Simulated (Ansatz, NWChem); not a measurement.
**Worked example: the enthalpy of formation of BF3 (boron trifluoride)**

The species is BF3 (4 atoms), meant as a singlet with charge 0. As SMILES, `FB(F)F`. The shape is that of a PBE0-D4/def2-TZVP optimisation.

Total energies at HF/3-21G (NWChem 7.3.0); the atoms run unrestricted:

```
species    state  energy (Eh)
    BF3  singlet  -321.464764
      F  doublet   -98.845009
      B  doublet   -24.389762
```

Harmonic wavenumbers at PBE0-D4/def2-TZVP, in cm⁻¹: 475, 475, 690, 897, 1487, 1487.

Measured heats of formation of the gaseous atoms at 298.15 K, in kJ/mol: F 79.4, B 570.3. Spin-orbit lowering of the atoms at 298 K (mean of the ground term's levels less their thermal mean, from spectra), in kJ/mol: F 1.29, B 0.00. Take 1 Eh = 2625.50 kJ/mol, 1 cm⁻¹ = 0.0119627 kJ/mol, RT = 2.479 kJ/mol.

Task: What heat of formation follows?

Result: 
1. Electronic atomisation energy: 3 × (-98.845009) + (-24.389762) − (-321.464764) = 0.539975 Eh = 1417.7 kJ/mol.
2. Zero-point energy: half the sum of the wavenumbers, 2755.5 cm⁻¹ = 33.0 kJ/mol.
3. Thermal vibrational enthalpy, Σ hcν̃/(exp(hcν̃/kT) − 1): 1.8 kJ/mol. Translation, rotation and pV of a non-linear molecule: 4 RT = 9.9 kJ/mol.
4. The 4 free atoms carry 5/2 RT each: 24.8 kJ/mol.
5. Spin-orbit coupling lowers the free atoms by 3 × 1.29 + 0.00 = 3.9 kJ/mol.
6. Atomisation enthalpy at 298 K: 1417.7 − 3.9 − 33.0 − 1.8 − 9.9 + 24.8 = 1393.9 kJ/mol.
7. Sum of the atoms' heats of formation: 808.5 kJ/mol. Heat of formation: 808.5 − 1393.9 = -585.4 kJ/mol.

The tabulated value is -1135.6 kJ/mol (NIST-JANAF tables), so this level is off by +550.2 kJ/mol, or 28.3 % of the atomisation enthalpy that the table implies (1944.0 kJ/mol). Hartree–Fock leaves out correlation, which is larger in the molecule than in the atoms, so it underbinds and puts the heat of formation too high. A basis without polarisation functions underbinds badly. Anharmonicity and any spin-orbit splitting of the molecule are left out.
